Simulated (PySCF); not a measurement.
A structure optimised at PBE-D3(BJ)/def2-SVP, used in a PySCF frequency run:

```xyz
6

Ga    -0.0022     1.1244     0.0000
I     -0.0047    -1.3635     0.0000
O     -1.5690     1.9942     0.0000
H     -1.4130     2.9586     0.0000
O      1.4976     2.1169     0.0000
H      2.2993     1.5608     0.0000
```
Charge 0, spin multiplicity 1.

Task: Write its SMILES, formula and point group.

Result: [OH][Ga]([OH])[I], GaH2IO2, Cs

Task: What are its rotational constants (standard atomic weights)?

Result: 6.1180, 1.0796, 0.91765 GHz
